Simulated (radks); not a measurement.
Values are calculated unless marked as measured or tabulated.
The oxygen anion O-, [He] 2s2 2p5, held by a Watson sphere: a shell of charge +1 at radius R that stands for the Madelung well of a crystal (potential energy -1/R inside, -1/r outside, in hartree with lengths in bohr). Code: a radial shooting solver on a logarithmic mesh with Libxc functionals. Model: non-relativistic Kohn-Sham, PBE, spin-polarised, spherical densities, point nucleus; open shells are filled with parallel spins first. Response by self-consistent Sternheimer equations with the Hartree and adiabatic LDA kernel. The sphere does not respond.

R (bohr)  e(2s down) (eV)  e(2p up) (eV)  e(2p down) (eV)  <r> 2p (bohr)  sum of <r^2> (bohr^2)  X-ray form factor at sin(theta)/lambda = 0.2 1/angstrom  alpha (bohr^3)
1.95              -21.933         -8.664           -7.386          1.416                  16.35                                                    5.881           10.13
2.03              -21.701         -8.464           -7.192          1.427                  16.57                                                    5.863           10.61
2.93              -19.596         -6.543           -5.296          1.526                  18.65                                                    5.749           17.07
3.18              -19.150         -6.116           -4.869          1.548                  19.11                                                    5.734           19.17
3.27              -19.001         -5.973           -4.725          1.555                  19.27                                                    5.730           19.96
